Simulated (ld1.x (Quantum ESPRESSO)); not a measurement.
## Pseudopotential generation for O: ultrasoft, PW91, scalar-relativistic.

ld1.x (Quantum ESPRESSO) 7.5 input, shortened:

```
&input
   title='O', zed=8., rel=1, dft='PW91', iswitch=3,
   config='[He] 2s2 2p4 3d-2'
 /
 &inputp
   pseudotype=3, tm=.true., lloc=-1, rcloc=1.24,
   nlcc=.true., rcore=1.10,
   which_augfun='PSQ', rmatch_augfun=0.92
 /
5
2S  1  0   2.00   0.00  1.12  1.38  0.0
2S  1  0   0.00  -1.15  1.12  1.38  0.0
2P  2  1   4.00   0.00  1.38  1.84  0.0
2P  2  1   0.00   0.35  1.38  1.84  0.0
3D  3  2  -2.00  -0.05  1.24  1.38  0.0
 &test
   configts(1)='2s2 2p4'
 /
```

* Cutoffs needed: 21 Ry and 35 Ry (the cutoffs (Ry, on a coarse ladder) from which the occupation-weighted sum of valence levels, in a spherical-Bessel basis at the reference potential, stays within 10 and 1 mRy of its value at 400 Ry)
* Ghost test: no extra level below or beside the all-electron valence levels (s, p, d, f tested) (spherical-Bessel basis up to 400 Ry, 20 bohr box)
* Configuration tests: 1 of 7 tests not solved or not reliable; not counted: 2s2 2p0 (pseudo-atom not self-consistent, printed error +506 meV)
* Lowest eigenvalue of the overlap operator: 0.66 (s channel)
* Density cutoff estimated by the generator: 415 Ry
